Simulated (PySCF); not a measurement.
# A PySCF run on AlBi

State: ³Σ⁻ (triplet), unpaired electrons π ↑↑.

An equivalent input (the run itself took its basis sets from the Basis Set Exchange, started from a PBE0 density and held the occupation σ 9α 9β, πx 4α 3β, πy 4α 3β, δx 1α 1β, δy 1α 1β):

```python
from pyscf import gto, dft
mol = gto.M(atom='Al 0 0 0; Bi 0 0 2.835', basis={'Al': 'def2-SVP', 'Bi': 'def2-SVP'}, ecp={'Bi': 'def2-SVP'},
            charge=0, spin=2, verbose=4, symmetry='C2v')
mf = dft.UKS(mol, xc='HYB_GGA_XC_B97_3')
mf.grids.atom_grid = (80, 434)
mf.grids.prune = dft.gen_grid.treutler_prune
mf.irrep_nelec = {'A1': (10, 10), 'A2': (1, 1), 'B1': (4, 3), 'B2': (4, 3)}
mf.conv_tol = 1e-9
mf.max_cycle = 60
mf.diis_space = 10
mf.kernel()
```

The log (some set-up lines and the per-cycle HOMO/LUMO lines removed):

```
******** <class 'pyscf.dft.uks_symm.SymAdaptedUKS'> ********
method = SymAdaptedUKS
damping factor = 0
level_shift factor = 0
DIIS = <class 'pyscf.scf.diis.CDIIS'>
diis_start_cycle = 1
diis_space = 10
diis_damp = 0
SCF conv_tol = 1e-09
SCF conv_tol_grad = None
SCF max_cycles = 60
number electrons alpha = 19  beta = 17
Set gradient conv threshold to 3.16228e-05
init E= -456.961120449579
cycle= 1 E= -456.961444223594  delta_E= -0.000324  |g|= 0.00311  |ddm|= 0.0953
cycle= 2 E= -456.961446462806  delta_E= -2.24e-06  |g|= 0.0031  |ddm|= 0.0181
cycle= 3 E= -456.961458284985  delta_E= -1.18e-05  |g|= 0.000501  |ddm|= 0.00967
cycle= 4 E= -456.961458625647  delta_E= -3.41e-07  |g|= 0.000117  |ddm|= 0.0016
cycle= 5 E= -456.961458678756  delta_E= -5.31e-08  |g|= 4.19e-05  |ddm|= 0.00086
cycle= 6 E= -456.961458686057  delta_E= -7.3e-09  |g|= 1.42e-05  |ddm|= 0.000349
cycle= 7 E= -456.961458686706  delta_E= -6.49e-10  |g|= 4.59e-06  |ddm|= 0.00011
Extra cycle  E= -456.961458686733  delta_E= -2.68e-11  |g|= 3.47e-06  |ddm|= 2.64e-05
converged SCF energy = -456.961458686733  <S^2> = 2.0048756  2S+1 = 3.0032487
```

Repeating this along the bond gives Re = 2.845 Å and ωe = 233 cm⁻¹.

A point of this curve took 0.49 CPU seconds beside 0.12 for the integrals (shared host).

These are scalar-relativistic numbers at best; spin–orbit coupling would shift them, the dissociation energy most. The state was picked by a PBE0 search and need not be the measured ground state.
